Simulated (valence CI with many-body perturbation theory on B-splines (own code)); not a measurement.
**Which ion has this spectrum?**

A relativistic CI+MBPT calculation for an atom or ion with 6 electrons gives these levels (cm⁻¹):

```
J  Parity      E     g
0    even    0.0      
1    even   18.7  1.50
2    even   55.8  1.50
2    even  10253  1.00
0    even  21731      
2     odd  33675  2.00
0     odd  60282      
1     odd  60306  1.50
2     odd  60342  1.50
1     odd  61940  1.00
1     odd  64100  0.50
2     odd  64103  1.17
3     odd  64106  1.33
1    even  68819  1.00
```

The energies are calculated, with errors of about 37 cm⁻¹, more in some levels.

(1) Which is it?
A. F3+
B. N+
C. O2+
D. C

Results:

(1) D. C, ground level 2s²2p² ³P_0.
